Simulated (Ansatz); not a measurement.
Task: Name a neutral molecule of Br, C, Cl, Ge and H with LUMO energy (PBE0/def2-TZVPP) between -0.95 and -0.65 eV and LUMO energy (ωB97M-V/def2-TZVPP) between 1.05 and 1.35 eV (Ansatz, PBE0-D4/def2-TZVP geometry).

Result: `Cl[CH]([GeH3])Br` (-0.87 eV, 1.18 eV). Other molecules can fit too; these were computed, each in one conformer that needn't be the lowest.
